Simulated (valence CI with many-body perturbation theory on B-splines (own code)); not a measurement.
## E1 line list for Xe XLIX

Level of theory: relativistic CI+MBPT: four valence electrons over a frozen Dirac-Fock core [He], a basis of 11 s, 11 p, 9 d, 7 f, 5 g, 2 h, 1 i functions for each j, with the one-electron correlation potential Σ1 (screened to all orders), the two-electron term Σ2, the three-electron term Σ3, Breit, model QED; selected single and double excitations, second order for the rest (own B-spline code, finite nucleus).

No measured spectrum was set against this ion. As an estimate, large intervals hold to a few tenths of a per cent, small ones and those within an open d or f shell to about a per cent. Among the levels kept, up to 270 cm⁻¹ of a level comes from second order outside the variational space, and about a tenth of that is noise between levels of different J, which matters for small intervals.

Lines 151 to 200 of 268 in falling wavelength, among levels below 5852.5 eV, chosen from the strongest by gf and those to the six lowest levels. Wavelengths and rates use the calculated energies. Electric multipoles are in the length gauge, E1 and E2 with the static RPA response of the core. Weak lines are less certain than strong ones. Lines between different terms over intervals too small for the method are left out, as are lines whose strength nearly cancels. The highest levels of a list are the least certain.

Levels are named by their leading jj configuration (3d3/2^4 stands for four electrons in 3d with j = 3/2), which in mixed levels can hold well under half, so a name can repeat and another be missing. Letters in brackets count levels of one name in rising energy.

```csv
λ vac (nm),Upper,Lower,A (s⁻¹),S (a.u.)
0.2509,(2s 2p1/2 2p3/2 3d5/2) J=4 [b],(2s 2p1/2 2p3/2^2) J=3,5.10e+14,3.58e-02
0.2507,(2s 2p1/2 2p3/2 3d3/2) J=3 [c],(2s 2p1/2 2p3/2^2) J=3,5.56e+13,3.03e-03
0.2507,(2s^2 2p1/2 3d5/2) J=2,(2s^2 2p1/2 2p3/2) J=2,4.56e+13,1.77e-03
0.2506,(2s 2p1/2 2p3/2 3d5/2) J=3 [a],(2s 2p1/2 2p3/2^2) J=2 [a],4.30e+14,2.34e-02
0.2506,(2s^2 2p1/2 3d3/2) J=1,(2s^2 2p1/2 2p3/2) J=1,5.47e+13,1.28e-03
0.2505,(2s^2 2p1/2 3d5/2) J=3,(2s^2 2p1/2 2p3/2) J=2,3.79e+14,2.06e-02
0.2504,(2s 2p1/2 2p3/2 3d5/2) J=1 [a],(2s 2p1/2 2p3/2^2) J=2 [a],4.67e+13,1.09e-03
0.2502,(2s^2 2p3/2 3d5/2) J=2,(2s^2 2p3/2^2) J=2,3.10e+14,1.20e-02
0.2502,(2s 2p1/2^2 3d5/2) J=2,(2s 2p1/2^2 2p3/2) J=2,1.61e+13,6.23e-04
0.2499,(2s^2 2p1/2 3d5/2) J=2,(2s^2 2p1/2 2p3/2) J=1,3.72e+14,1.43e-02
0.2499,(2s 2p1/2 2p3/2 3p1/2) J=1 [b],(2s^2 2p3/2^2) J=2,6.81e+12,1.57e-04
0.2498,(2s 2p1/2 2p3/2 3p1/2) J=2 [c],(2s^2 2p3/2^2) J=2,1.60e+13,6.17e-04
0.2497,(2s 2p1/2 2p3/2 3d5/2) J=2 [b],(2s 2p1/2 2p3/2^2) J=2 [a],2.84e+13,1.09e-03
0.2495,(2s^2 2p3/2 3d5/2) J=3,(2s^2 2p3/2^2) J=2,6.78e+14,3.64e-02
0.2494,(2s 2p1/2 2p3/2 3d5/2) J=3 [b],(2s 2p1/2 2p3/2^2) J=2 [a],7.81e+13,4.19e-03
0.2492,(2s^2 2p3/2 3d5/2) J=1,(2s^2 2p3/2^2) J=2,3.07e+13,7.04e-04
0.2491,(2s 2p1/2 2p3/2 3d5/2) J=4 [c],(2s 2p1/2 2p3/2^2) J=3,1.23e+14,8.45e-03
0.2490,(2s 2p1/2 2p3/2 3s) J=2 [b],(2s 2p1/2^2 2p3/2) J=1,1.50e+12,5.71e-05
0.2489,(2s 2p1/2 2p3/2 3p3/2) J=3 [a],(2s^2 2p3/2^2) J=2,1.66e+13,8.84e-04
0.2482,(2s 2p1/2 2p3/2 3s) J=2 [a],(2s 2p1/2^2 2p3/2) J=2,1.08e+13,4.07e-04
0.2480,(2s 2p1/2 2p3/2 3p3/2) J=2 [a],(2s^2 2p3/2^2) J=2,1.58e+12,5.96e-05
0.2475,(2s 2p1/2 2p3/2 3d5/2) J=3 [c],(2s 2p1/2 2p3/2^2) J=2 [a],1.03e+14,5.41e-03
0.2473,(2s 2p1/2 2p3/2 3s) J=1 [a],(2s 2p1/2^2 2p3/2) J=2,8.56e+12,1.92e-04
0.2470,(2s 2p1/2 2p3/2 3p3/2) J=2 [b],(2s^2 2p3/2^2) J=2,1.61e+12,5.98e-05
0.2470,(2s 2p1/2 2p3/2 3s) J=3,(2s 2p1/2^2 2p3/2) J=2,5.89e+12,3.07e-04
0.2469,(2s 2p1/2 2p3/2 3s) J=1 [b],(2s 2p1/2^2 2p3/2) J=1,7.05e+12,1.57e-04
0.2467,(2s 2p1/2 2p3/2 3s) J=1 [c],(2s 2p1/2^2 2p3/2) J=1,1.20e+13,2.67e-04
0.2466,(2s 2p1/2 2p3/2 3s) J=2 [c],(2s 2p1/2^2 2p3/2) J=1,1.00e+13,3.72e-04
0.2464,(2s 2p1/2 2p3/2 3s) J=0,(2s 2p1/2^2 2p3/2) J=1,1.54e+13,1.14e-04
0.2464,(2s 2p1/2 2p3/2 3p3/2) J=3 [b],(2s^2 2p3/2^2) J=2,3.11e+12,1.61e-04
0.2460,(2s 2p1/2 2p3/2 3s) J=2 [b],(2s 2p1/2^2 2p3/2) J=2,2.69e+12,9.90e-05
0.2459,(2s^2 2p1/2 3s) J=1,(2s^2 2p1/2^2) J=0,1.57e+13,3.45e-04
0.2458,(2s^2 2p3/2 3p3/2) J=3,(2s 2p1/2^2 2p3/2) J=2,6.30e+12,3.23e-04
0.2458,(2s 2p1/2^2 3p3/2) J=2,(2s^2 2p1/2 2p3/2) J=1,7.43e+12,2.72e-04
0.2456,(2s^2 2p3/2 3s) J=2,(2s^2 2p1/2 2p3/2) J=2,8.08e+12,2.95e-04
0.2453,(2s^2 2p3/2 3s) J=1,(2s^2 2p1/2 2p3/2) J=2,1.35e+13,2.95e-04
0.2450,(2s^2 2p3/2 3p3/2) J=2,(2s 2p1/2^2 2p3/2) J=2,2.57e+12,9.34e-05
0.2448,(2s^2 2p3/2 3s) J=2,(2s^2 2p1/2 2p3/2) J=1,2.66e+12,9.62e-05
0.2446,(2s 2p1/2 2p3/2 3p3/2) J=3 [c],(2s^2 2p3/2^2) J=2,3.45e+12,1.75e-04
0.2446,(2s^2 2p3/2 3s) J=1,(2s^2 2p1/2 2p3/2) J=1,3.70e+12,8.02e-05
0.2386,(2s 2p1/2 2p3/2 3d3/2) J=2 [b],(2s 2p1/2^2 2p3/2) J=1,7.75e+12,2.60e-04
0.2384,(2s 2p1/2 2p3/2 3d3/2) J=1 [b],(2s 2p1/2^2 2p3/2) J=1,9.42e+12,1.89e-04
0.2381,(2s 2p1/2 2p3/2 3d5/2) J=1 [a],(2s 2p1/2^2 2p3/2) J=1,2.61e+13,5.21e-04
0.2378,(2s 2p1/2 2p3/2 3d3/2) J=2 [a],(2s 2p1/2^2 2p3/2) J=2,9.08e+13,3.01e-03
0.2377,(2s 2p1/2 2p3/2 3d3/2) J=1 [a],(2s 2p1/2^2 2p3/2) J=2,3.30e+13,6.56e-04
0.2375,(2s 2p1/2 2p3/2 3d3/2) J=3 [a],(2s 2p1/2^2 2p3/2) J=2,1.20e+14,5.54e-03
0.2374,(2s 2p1/2 2p3/2 3d5/2) J=2 [b],(2s 2p1/2^2 2p3/2) J=1,7.72e+12,2.55e-04
0.2374,(2s 2p1/2 2p3/2 3p1/2) J=1 [a],(2s^2 2p1/2 2p3/2) J=2,8.83e+12,1.75e-04
0.2370,(2s 2p1/2 2p3/2 3p1/2) J=2 [a],(2s^2 2p1/2 2p3/2) J=2,9.69e+11,3.18e-05
0.2368,(2s 2p1/2 2p3/2 3d5/2) J=1 [b],(2s 2p1/2^2 2p3/2) J=1,1.27e+14,2.49e-03
```
